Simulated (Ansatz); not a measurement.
`[SiH3][AlH][Al]1[CH2][CH2]1` + H₂O → `[OH][AlH][SiH3]` + `[CH2]1[CH2][AlH]1` at 500 K and 1 bar (formal hydrolysis of the Al–Al bond).

Program: Ansatz. Geometries: PBE0-D4/def2-TZVP. ΔE: electronic, gas phase. CCSD(T)/CBS adds triple-zeta CCSD(T) − MP2 to the extrapolated MP2 energy (def2 sets, frozen cores). This one scheme is used for every species. One conformer a species, not always the lowest.

```json
{"species": "`[SiH3][AlH][Al]1[CH2][CH2]1`", "CCSD(T)/CBS energy (Eh)": "-853.94881", "H − E (kJ/mol)": "280.9", "S (J/(mol·K))": "506.3"}
{"species": "H₂O", "CCSD(T)/CBS energy (Eh)": "-76.37941", "H − E (kJ/mol)": "73.2", "S (J/(mol·K))": "206.3"}
{"species": "`[OH][AlH][SiH3]`", "CCSD(T)/CBS energy (Eh)": "-609.31389", "H − E (kJ/mol)": "158.7", "S (J/(mol·K))": "387.3"}
{"species": "`[CH2]1[CH2][AlH]1`", "CCSD(T)/CBS energy (Eh)": "-321.05314", "H − E (kJ/mol)": "183.4", "S (J/(mol·K))": "316.4"}
```

H − E and S are ideal-gas, rigid-rotor, harmonic terms from PBE0-D4/def2-TZVP, for one conformer and one mirror image of each species. 1 Eh = 2625.50 kJ/mol, R = 8.31446 J/(mol·K).

**Question.** By hand: ΔE, ΔH, ΔS and ΔG.

**Answer.** ΔE = (-609.31389) + (-321.05314) − (-853.94881) − (-76.37941) = -0.03881 Eh = -101.9 kJ/mol. Δ(H − E) = 158.7 + 183.4 − 280.9 − 73.2 = -12.0, so ΔH = -113.9 kJ/mol. ΔS = 387.3 + 316.4 − 506.3 − 206.3 = -8.9 J/(mol·K). ΔG = -113.9 − 500 × (-8.9)/1000 = -109.5 kJ/mol.

**Question.** By hand: the equilibrium constant, and the temperature at which ΔG would vanish if ΔH and ΔS stayed fixed.

**Answer.** log₁₀ K = −ΔG/(RT ln 10) = 11.4. ΔG = 0 at ΔH/ΔS = 12798 K, far beyond where these terms or the molecules hold.

The number of gas molecules stays the same, so ΔS is small and ΔH decides. A doubt of 5 kJ/mol in ΔE shifts log₁₀ K by 0.5 here. Other conformers and mirror images would add mixing entropy, several J/(mol·K) or more a flexible species. Modes under 60 cm⁻¹, often nearly free rotors, make the harmonic entropy too high. These are equilibria of isolated gas molecules and say nothing of rates. Largest T1 diagnostic: 0.017 (customary marks: 0.02 for closed shells, 0.045 for open ones).
